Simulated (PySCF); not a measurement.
**Induced dipoles and field energies**

Sn(CCH)4, C8H4Sn.
Cartesian coordinates in Å at the PBE0-D3(BJ)/def2-SVP level; atoms count from 1:
```
atom  x, y, z in Å
Sn1   -0.009   -0.003    0.000
C2     0.000   -0.015    2.077
C3     0.015   -0.023    3.292
H4     0.025   -0.031    4.368
C5     1.949   -0.009   -0.694
C6     3.096   -0.014   -1.096
H7     4.112   -0.020   -1.450
C8    -0.979    1.704   -0.677
C9    -1.541    2.707   -1.071
H10   -2.039    3.596   -1.419
C11   -0.990   -1.692   -0.705
C12   -1.556   -2.685   -1.119
H13   -2.052   -3.567   -1.484
```

Level: wB97X-D/def2-SVPD (PySCF); nuclei fixed, core orbitals frozen in the response. Permanent dipole (0.020, -0.010, 0.009) D (1 au = 2.5417 D). Static polarisability (au):

```
x   118.91  -0.12   0.16
y    -0.12 119.47   0.14
z     0.16   0.14 119.12
```

Only the terms in μ and α are kept: μ(F) = μ + αF and ΔE = −μ·F − ½ F·αF.

Problem. What do fields of 0.514 V/Å (0.01 au) along the six axis directions do?

Solution. 
```tsv
field along	induced x (D)	induced y (D)	induced z (D)	total size (D)	−μ·F (kJ/mol)	−½F·αF (kJ/mol)
+x	3.022	-0.003	0.004	3.042	-0.207	-15.610
−x	-3.022	0.003	-0.004	3.002	+0.207	-15.610
+y	-0.003	3.037	0.004	3.027	+0.103	-15.683
−y	0.003	-3.037	-0.004	3.047	-0.103	-15.683
+z	0.004	0.004	3.028	3.037	-0.093	-15.637
−z	-0.004	-0.004	-3.028	3.019	+0.093	-15.637
```

Problem. For the field (0.0030, -0.0040, 0.0020) au, what is the induced dipole, and what angle does it make with the field?

Solution. αF = (0.909, -1.215, 0.605) D, at 0.1° to the field. The polarisability along this direction, F·αF/F², is 119.34 au, against a mean of 119.17 au.

Problem. Induction energy −ᾱe²/2R⁴ of a unit charge at 20 Å, the molecule taken as a point?

Solution. R = 37.79 bohr, so the energy is −119.2/(2 × 37.79⁴) Eh = -0.0767 kJ/mol.

Geometry: PBE0-D3(BJ)/def2-SVP; no solvent, vibrations or thermal averaging. Atoms past krypton carry effective core potentials; spin–orbit coupling is left out.

The run behind these numbers computed excited states as well. Time: 3.1 min of wall time (grids of density and orbitals included); peak memory 1.3 GiB. Hardware: an Arm Neoverse V2 with one thread, shared host with 192 logical CPUs at a one-minute load of 195.

wB97X-D is run here without its empirical dispersion term; that term would change no orbital, density or response property at a fixed geometry.
